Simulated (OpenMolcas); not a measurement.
# Ni2+: moving the ligands

Ni2+ with its 6 nearest oxide ions at 2.082 Å, on the Mg site of MgO (a = 4.2112 Å, distance in the model lattice 2.106 Å). The rest of the host is ab initio model potentials to 7.6 Å, with orthogonalisation functions on the cations behind the ligands, and point charges beyond; the distance is set by hand and nothing relaxes. Ligand basis ANO-RCC-VDZP.

* Program: OpenMolcas
* Method: SS-CASPT2, IPEA 0.25 Eh, imaginary shift 0.1 Eh (closed shells correlated: 3s 3p and the ligand valence shells)
* Basis: ANO-RCC-VTZP [6s5p3d2f1g]
* Scalar Hamiltonian: DKH2, point nucleus
* Active space: 8 electrons in 5 orbitals (3d)
* State averaging: 2S+1 = 3 even, 10 roots; 2S+1 = 1 even, 15 roots
* Spin-orbit coupling: RASSI with atomic mean-field integrals over the reference wave functions

Runs around this geometry, states (labels of O, the rotations of Oh). Energies in cm-1 above the lowest state or level, χT in cm3 K/mol.

| R (Å) | Ground state | First state of that spin | First gap with spin-orbit (degeneracies) | χT at 300 K | First state of another spin |
| --- | --- | --- | --- | --- | --- |
| 2.07 | 3A2 | 3T2 11000 | 10560 (3, 2) | 1.267 | 1E 12850 |
| 2.082 | 3A2 | 3T2 10810 | 10380 (3, 2) | 1.273 | 1E 12820 |
| 2.106 | 3A2 | 3T2 10330 | 9930 (3, 2) | 1.286 | 1E 12730 |

Taking the first state of the same spin as R^-n, n = -ln(10330 / 11000) / ln(2.106 / 2.07) = 3.6 between the shortest and longest distance.

Roots that are degenerate in the reference are averaged as groups; the widest CASPT2 spread within a group is 170 cm-1 (the 3-fold group of multiplicity 3 near 10300 cm-1 above the lowest state of its run, R = 2.106). Shifts and gaps below about the spread of the groups concerned are not significant. Over all roots computed the reference weight is 0.69 to 0.71 in R = 2.07, 0.68 to 0.71 in R = 2.082, 0.68 to 0.71 in R = 2.106; a low but even weight reflects the number of correlated electrons. A single d shell leaves out the double-shell effect, which counts most for late 3d ions, where the CASPT2 field can be off either way by tens of per cent. Ligand-to-metal charge-transfer states are missing. These CASPT2 states fit no ligand-field parameters well, so their order and spin gaps are uncertain. For late 3d ions with one d shell CASPT2 can put B and the spin-flip bands somewhat low as well as high. With one d shell and no ligand orbital active, 10Dq can be off by tens of per cent for divalent 3d ions, low with halides held by bare charges and at times high in hosts, and the orbital part of g and χT goes as 1/10Dq. Free-ion shares, where given, are those of the reference states; single-state CASPT2 does not remix them. No measured value stands beside these numbers; the geometry was set by hand and not optimised.
